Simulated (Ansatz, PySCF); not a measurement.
Reaction R1 + R2 → P1, each structure at its B3LYP-D3(BJ)/def2-TZVP stationary point, reached from a drawn start (curvature not checked).
R1: H2 (SMILES [H][H]), charge 0, multiplicity 1.
R2: OSi (SMILES [O+]#[Si-]), charge 0, multiplicity 1.
P1: H2OSi (SMILES O=[SiH2]), charge 0, multiplicity 1.

P less R. No zero-point or thermal terms.

Correlated levels freeze the cores.

Programs: Ansatz (an electronic-structure program); PySCF for the D3/D4 terms. Each number belongs to the level named beside it.

Total energies in hartree:

```json
[
 {"structure": "R1", "PBE/def2-TZVPP": "-1.166122", "B3LYP-D3(BJ)/def2-TZVPP": "-1.180145", "CCSD(T)/cc-pV(Q+d)Z": "-1.173794"},
 {"structure": "R2", "PBE/def2-TZVPP": "-364.544284", "B3LYP-D3(BJ)/def2-TZVPP": "-364.787822", "CCSD(T)/cc-pV(Q+d)Z": "-364.230984"},
 {"structure": "P1", "PBE/def2-TZVPP": "-365.717531", "B3LYP-D3(BJ)/def2-TZVPP": "-365.974983", "CCSD(T)/cc-pV(Q+d)Z": "-365.410487"}
]
```

### Question
Work out the reaction energy at each level in meV (1 hartree = 27211.38625 meV), and say how far PBE/def2-TZVPP lies from CCSD(T)/cc-pV(Q+d)Z.

### Answer
- PBE/def2-TZVPP: (-365.717531) − (-1.166122) − (-364.544284) = -0.007125 hartree = -193.9 meV
- B3LYP-D3(BJ)/def2-TZVPP: (-365.974983) − (-1.180145) − (-364.787822) = -0.007016 hartree = -190.9 meV
- CCSD(T)/cc-pV(Q+d)Z: (-365.410487) − (-1.173794) − (-364.230984) = -0.005709 hartree = -155.3 meV
PBE/def2-TZVPP less CCSD(T)/cc-pV(Q+d)Z: -38.6 meV. CCSD(T)/cc-pV(Q+d)Z is the level counted from, the highest shown, and no exact or measured value.
